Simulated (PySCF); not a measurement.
# From a computed spectrum to the compound

A species of 3 atoms with charge 1 has these harmonic modes (PBE0, small Gaussian bases with core potentials, PySCF 2.14.0):

```tsv
cm⁻¹	km/mol	symmetry
119	1.7	a1
389	43.8	b2
398	14.4	a1
```

Task: Which species is it, and in which structure?

Result: [BiCl2]+ (singlet):
```xyz
3

Bi    0.0000    0.0000   -0.3852
Cl    1.8218    0.0000    1.1511
Cl   -1.8218    0.0000    1.1511
```
Ideal gas at 298.15 K and 1 bar: S = 310.2 J/(mol K), Cp = 53.8 J/(mol K), H − H(0 K) = 13.4 kJ/mol (rigid rotor, harmonic modes, spin degeneracy alone). 
 This is one of several that fit.
